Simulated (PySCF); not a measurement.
CH6O3SSn, singlet, geometry from GFN2-xTB (such geometries of metal compounds can be far from the true shape) (all electrons, no relativity); CASSCF(8,7)/STO-3G (PySCF).

Input for PySCF:
```python
from pyscf import gto, scf, mcscf
import numpy

mol = gto.M(
    atom='''
C     2.74314592   -0.72715671   -0.10637092
S     1.79889632    0.78024121    0.26452896
Sn   -0.44106278    0.03010251    0.00146244
O    -1.16447932   -1.05444484    1.45164955
O    -1.79838415    1.42525920   -0.22359817
O    -0.45999456   -1.15463129   -1.55767109
H     2.56161612   -1.47784305    0.65427708
H     3.78410465   -0.42088942   -0.08776783
H     2.48027394   -1.09802780   -1.08985617
H    -1.79663627   -0.58886767    2.00054418
H    -1.65615716    2.01799229   -0.96169145
H    -1.17841444   -1.78787327   -1.54590789
''',
    basis='sto-3g',
    verbose=4,
)

mf = scf.RHF(mol)
mf.kernel()
mc = mcscf.CASSCF(mf, 7, 8)
mc.fix_spin_(ss=0.0)
mc.kernel()
occ = numpy.linalg.eigvalsh(mc.fcisolver.make_rdm1(mc.ci, mc.ncas, mc.nelecas))[::-1]
ss = mc.fcisolver.spin_square(mc.ci, mc.ncas, mc.nelecas)[0]
print('natural occupations', occ.round(4), ' <S^2>', round(ss, 4))
```

What the program printed (banner, timings and long lists left out):

```
PySCF version 2.14.0

[INPUT] verbose = 4
[INPUT] num. atoms = 12
[INPUT] num. electrons = 102
[INPUT] charge = 0
[INPUT] spin (= nelec alpha-beta = 2S) = 0
[INPUT] symmetry False subgroup None
[INPUT] Mole.unit = angstrom
[INPUT] Symbol           X                Y                Z      unit          X                Y                Z       unit  Magmom
[...]
nuclear repulsion = 799.016415754958
number of shells = 34
number of NR pGTOs = 186
number of NR cGTOs = 62
basis = sto-3g
ecp = {}

******** <class 'pyscf.scf.hf.RHF'> ********
method = RHF
initial guess = minao
damping factor = 0
level_shift factor = 0
DIIS = <class 'pyscf.scf.diis.CDIIS'>
diis_start_cycle = 1
diis_space = 8
diis_damp = 0
SCF conv_tol = 1e-09
SCF conv_tol_grad = None
SCF max_cycles = 50
direct_scf = True
direct_scf_tol = 1e-13
Set gradient conv threshold to 3.16228e-05
Initial guess from minao.
init E= -6602.04960903554
[...]
cycle= 1 E= -6618.71549079973  delta_E= -16.7  |g|= 0.732  |ddm|=  4.3
[...]
cycle= 2 E= -6618.93776037846  delta_E= -0.222  |g|= 0.161  |ddm|= 1.38
[...]
cycle= 3 E= -6618.9490453056  delta_E= -0.0113  |g|= 0.0353  |ddm|= 0.288
[...]
cycle= 4 E= -6618.94986255629  delta_E= -0.000817  |g|= 0.00619  |ddm|= 0.0902
[...]
cycle= 5 E= -6618.94989250188  delta_E= -2.99e-05  |g|= 0.00174  |ddm|= 0.0178
[...]
cycle= 6 E= -6618.94989508193  delta_E= -2.58e-06  |g|= 0.000563  |ddm|= 0.00526
[...]
cycle= 7 E= -6618.94989538043  delta_E= -2.99e-07  |g|= 0.000121  |ddm|= 0.00209
[...]
cycle= 8 E= -6618.94989539724  delta_E= -1.68e-08  |g|= 3.93e-05  |ddm|= 0.000479
[...]
cycle= 9 E= -6618.94989539917  delta_E= -1.93e-09  |g|= 8.92e-06  |ddm|= 0.000185
[...]
cycle= 10 E= -6618.94989539924  delta_E= -7e-11  |g|= 2.15e-06  |ddm|= 3.92e-05
[...]
Extra cycle  E= -6618.94989539927  delta_E= -3.37e-11  |g|= 9.84e-07  |ddm|= 5.79e-06
converged SCF energy = -6618.94989539927

******** <class 'pyscf.mcscf.mc1step.CASSCF'> ********
CAS (4e+4e, 7o), ncore = 47, nvir = 8
max_cycle_macro = 50
max_cycle_micro = 4
conv_tol = 1e-07
conv_tol_grad = None
orbital rotation max_stepsize = 0.02
orbital rotation threshold for CI restart = 0.01
augmented hessian ah_max_cycle = 30
augmented hessian ah_conv_tol = 1e-12
augmented hessian ah_linear dependence = 1e-14
augmented hessian ah_level shift = 1e-08
augmented hessian ah_start_tol = 2.5
augmented hessian ah_start_cycle = 3
augmented hessian ah_grad_trust_region = 3
kf_trust_region = 3
kf_interval = 4
ci_response_space = 4
[...]
CASCI E = -6618.96195465144  S^2 = 0.0000000
[...]
macro iter  11 ( 21 JK    4 micro), CASSCF E = -6618.99766108853  dE = -9.31097284e-05  S^2 = 0.0000000
               |grad[o]|=0.0065  |grad[c]|=0.0139  |ddm|=0.00613  |maxRot[o]|=0.0392
macro iter  12 ( 21 JK    4 micro), CASSCF E = -6618.99814387526  dE = -4.82786733e-04  S^2 = 0.0000000
               |grad[o]|=0.00615  |grad[c]|=0.0172  |ddm|=0.00734  |maxRot[o]|=0.102
macro iter  13 (  7 JK    2 micro), CASSCF E = -6618.99917880096  dE = -1.03492570e-03  S^2 = 0.0000000
               |grad[o]|=0.00589  |grad[c]|=0.0103  |ddm|=0.00765  |maxRot[o]|=0.0619
macro iter  14 (  7 JK    2 micro), CASSCF E = -6618.99998780323  dE = -8.09002267e-04  S^2 = 0.0000000
               |grad[o]|=0.0051  |grad[c]|=0.00779  |ddm|=0.00804  |maxRot[o]|=0.0672
macro iter  15 (  7 JK    2 micro), CASSCF E = -6619.00059466665  dE = -6.06863415e-04  S^2 = 0.0000000
               |grad[o]|=0.00465  |grad[c]|=0.0028  |ddm|=0.00637  |maxRot[o]|=0.0685
macro iter  16 (  7 JK    2 micro), CASSCF E = -6619.00096608376  dE = -3.71417116e-04  S^2 = 0.0000000
               |grad[o]|=0.00373  |grad[c]|=0.00223  |ddm|=0.00415  |maxRot[o]|=0.0691
macro iter  17 (  6 JK    2 micro), CASSCF E = -6619.00108184447  dE = -1.15760707e-04  S^2 = 0.0000000
               |grad[o]|=0.00227  |grad[c]|=0.0027  |ddm|=0.00154  |maxRot[o]|=0.0497
macro iter  18 ( 15 JK    4 micro), CASSCF E = -6619.00109009601  dE = -8.25154348e-06  S^2 = 0.0000000
               |grad[o]|=0.00088  |grad[c]|=0.000496  |ddm|=0.000698  |maxRot[o]|=0.00959
macro iter  19 (  8 JK    2 micro), CASSCF E = -6619.00109131334  dE = -1.21732774e-06  S^2 = 0.0000000
               |grad[o]|=0.000168  |grad[c]|=0.000138  |ddm|=4.88e-05  |maxRot[o]|=0.00336
macro iter  20 (  3 JK    1 micro), CASSCF E = -6619.00109217536  dE = -8.62024535e-07  S^2 = 0.0000000
               |grad[o]|=0.000109  |grad[c]|=0.000147  |ddm|=5.46e-05  |maxRot[o]|=0.00593
macro iter  21 (  1 JK    1 micro), CASSCF E = -6619.00109217538  dE = -2.00088834e-11  S^2 = 0.0000000
               |grad[o]|=2.49e-05  |grad[c]|=6.85e-06  |ddm|=    0  |maxRot[o]|=    0
1-step CASSCF converged in  21 macro (313 JK  66 micro) steps
CASSCF canonicalization
Density matrix diagonal elements [1.97493985 1.96734213 1.97839466 1.98209472 0.04083059 0.02830359
 0.02809447]
CASSCF energy = -6619.00109217538
CASCI E = -6619.00109217538  E(CI) = -12.8447372340697  S^2 = 0.0000000
natural occupations [1.9951 1.9786 1.9659 1.965  0.0426 0.0279 0.0249]  <S^2> 0.0
```
